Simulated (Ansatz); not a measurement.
Molecule: sum formula BN$_{2}$H$_{3}$F (charge -1, singlet). It need not be the lowest isomer of its formula. Whether it binds its extra electron was not tested at this geometry. 
Structure (B3LYP-D3(BJ)/def2-TZVP (Ansatz, a first-principles code) minimum search):
```
B
N 1 1.3629
H 2 1.0179 1 112.14
F 1 1.4260 2 126.33 3 -3.20
N 1 1.4865 2 124.75 3 175.71
H 5 1.0097 1 112.44 2 18.65
H 5 1.0107 6 110.18 1 -130.11
```
Charge -1, spin multiplicity 1.

Parts of the frozen-core correlation energy in 6-31G* (Ansatz, hartree). Frozen orbitals: 4; correlated occupied orbitals by spin: 12 and 12; virtual: 50 and 50. Spin-orbit coupling is left out. Non-relativistic.

| term | value |
|---|---|
| reference (HF) | -234.84724 |
| MP2 opposite-spin | -0.42677 |
| MP2 same-spin | -0.15490 |
| CCSD correlation | -0.60394 |
| (T) | -0.01446 |
| T1 diagnostic | 0.013 |
| largest doubles amplitude | 0.052 |
